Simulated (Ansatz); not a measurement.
`C[Se][In]([F])[F]` → `[CH2]` (triplet) + `[F][In]([F])[SeH]` at 298.15 K and 1 bar (formal loss of a carbene).

Program: Ansatz. Geometries: PBE0-D4/def2-TZVP. ΔE: electronic, gas phase. CCSD(T)/CBS is the MP2 limit (def2-TZVPP, def2-QZVPP) plus CCSD(T) − MP2 in def2-TZVPP, frozen cores. This one scheme is used for every species. Triplets are unrestricted, without spin–orbit coupling. Elements past krypton have def2 core potentials. For In, Se outer-core shells are correlated without core-valence functions, which leaves a few kJ/mol of doubt a bond. Scalar relativity is left out up to krypton. Each species was taken in one conformer, which may not be the lowest.

```
            species  CCSD(T)/CBS energy (Eh)  H − E (kJ/mol)  S (J/(mol·K))
`C[Se][In]([F])[F]`              -2830.05920           133.4          407.2
  `[CH2]` (triplet)                -39.09499            55.4          195.3
`[F][In]([F])[SeH]`              -2790.80080            49.8          358.7
```

H − E and S are ideal-gas, rigid-rotor, harmonic terms from PBE0-D4/def2-TZVP, for one conformer and one mirror image of each species, with the whole ground term of open shells counted as degenerate. 1 Eh = 2625.50 kJ/mol, R = 8.31446 J/(mol·K).

Question: By hand: ΔE, ΔH, ΔS and ΔG.

Answer: ΔE = (-39.09499) + (-2790.80080) − (-2830.05920) = 0.16341 Eh = 429.0 kJ/mol. Δ(H − E) = 55.4 + 49.8 − 133.4 = -28.2, so ΔH = 400.8 kJ/mol. ΔS = 195.3 + 358.7 − 407.2 = 146.8 J/(mol·K). ΔG = 400.8 − 298.15 × (146.8)/1000 = 357.0 kJ/mol.

Question: By hand: the equilibrium constant, and the temperature at which ΔG would vanish if ΔH and ΔS stayed fixed.

Answer: log₁₀ K = −ΔG/(RT ln 10) = -62.5. ΔG = 0 at ΔH/ΔS = 2730 K, far beyond where these terms or the molecules hold.

The number of gas molecules changes by +1, which sets the sign of ΔS. A doubt of 5 kJ/mol in ΔE shifts log₁₀ K by 0.9 here. Other conformers and mirror images would add mixing entropy, several J/(mol·K) or more a flexible species. Modes under 60 cm⁻¹, often nearly free rotors, make the harmonic entropy too high. A triplet takes part, so the spin changes. These are equilibria of isolated gas molecules and say nothing of rates. Largest T1 diagnostic: 0.015 (customary marks: 0.02 for closed shells, 0.045 for open ones).
